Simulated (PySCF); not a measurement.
**Germanium: a sound run and one with changed settings**

Sound run: Ge⁺ [Ar] 3d10 4s2 4p1, Ge²⁺ [Ar] 3d10 4s2. Calculation: PySCF 2.14, in def2-SVP (5s4p3d, 32 functions); no relativity, point nucleus. In the sound run the correlated levels freeze [Ar] 3d10. The sound run starts from symmetry-adapted Hartree-Fock orbitals and uses a fine grid where one is needed.

Changed run: basis STO-3G. This setting is unsound on purpose.

```json
{"species": "Ge⁺", "method": "UHF", "sound run (hartree)": "-2074.78435", "changed run (hartree)": "-2051.47666", "converged": "yes"}
{"species": "Ge⁺", "method": "MN15", "sound run (hartree)": "-2076.65279", "changed run (hartree)": "-2050.40879", "converged": "yes"}
{"species": "Ge⁺", "method": "PBE", "sound run (hartree)": "-2076.05025", "changed run (hartree)": "-2052.26531", "converged": "yes"}
{"species": "Ge⁺", "method": "MP2", "sound run (hartree)": "-2074.81662", "changed run (hartree)": "-2051.49165", "converged": "yes"}
{"species": "Ge⁺", "method": "CCSD(T)", "sound run (hartree)": "-2074.83246", "changed run (hartree)": "-2051.50273", "converged": "yes"}
{"species": "Ge²⁺", "method": "UHF", "sound run (hartree)": "-2074.22376", "changed run (hartree)": "-2050.96627", "converged": "yes"}
{"species": "Ge²⁺", "method": "MN15", "sound run (hartree)": "-2076.06895", "changed run (hartree)": "-2049.89659", "converged": "yes"}
{"species": "Ge²⁺", "method": "PBE", "sound run (hartree)": "-2075.46787", "changed run (hartree)": "-2051.72829", "converged": "yes"}
{"species": "Ge²⁺", "method": "MP2", "sound run (hartree)": "-2074.25048", "changed run (hartree)": "-2050.98943", "converged": "yes"}
{"species": "Ge²⁺", "method": "CCSD(T)", "sound run (hartree)": "-2074.26295", "changed run (hartree)": "-2051.00509", "converged": "yes"}
```

Ionisation energy of Ge⁺:

```json
{"method": "UHF", "sound run (eV)": "15.254", "changed run (eV)": "13.888"}
{"method": "MN15", "sound run (eV)": "15.887", "changed run (eV)": "13.937"}
{"method": "PBE", "sound run (eV)": "15.847", "changed run (eV)": "14.613"}
{"method": "MP2", "sound run (eV)": "15.405", "changed run (eV)": "13.666"}
{"method": "SCS-MP2", "sound run (eV)": "15.387", "changed run (eV)": "13.622"}
{"method": "CCSD", "sound run (eV)": "15.483", "changed run (eV)": "13.542"}
{"method": "CCSD(T)", "sound run (eV)": "15.497", "changed run (eV)": "13.542"}
```

A minimal basis cannot let orbitals breathe on ionisation and holds almost no correlation.

For comparison, NIST gives 15.935 eV between the lowest levels.
